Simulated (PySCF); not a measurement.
Compound: SnH(SiH3)3.
Bonds: Sn1–Si3, Sn1–Si7, Sn1–Si11. Hydrogens: H2 on Sn1; H4, H5, H6 on Si3; H8, H9, H10 on Si7; H12, H13, H14 on Si11.

Theory: PBE0-D3(BJ)/def2-SVP geometry optimisation, gas phase, def2 core potentials past Kr in PySCF.

(1) What internal coordinates does the optimisation give?

## Answers

(1) 
| bond | length (Å) |
| --- | --- |
| Sn1–H2 | 1.718 |
| Sn1–Si3, Sn1–Si7, Sn1–Si11 | 2.569 |
| Si3–H4 and 8 like bonds | 1.495 |

Bonds in one row agree within 0.01 Å and their mean is given. A selection of angles:
| angle | degrees |
| --- | --- |
| H2–Sn1–Si3 | 109.2 |
| Si3–Sn1–Si7 | 109.0 |
| Sn1–Si3–H4 | 111.0 |
| Sn1–Si3–H6 | 109.4 |
| H4–Si3–H5 | 108.6 |

All 3 Si–Sn bonds measure 2.568 to 2.570 Å. Sn1 (tin bonded to 3 Si and H) is tetrahedral (angles from 109.0° to 109.8°). Si3 (silicon bonded to Sn and 3 H) is tetrahedral (angles from 108.5° to 111.0°).

Stationary, but not proved a minimum.
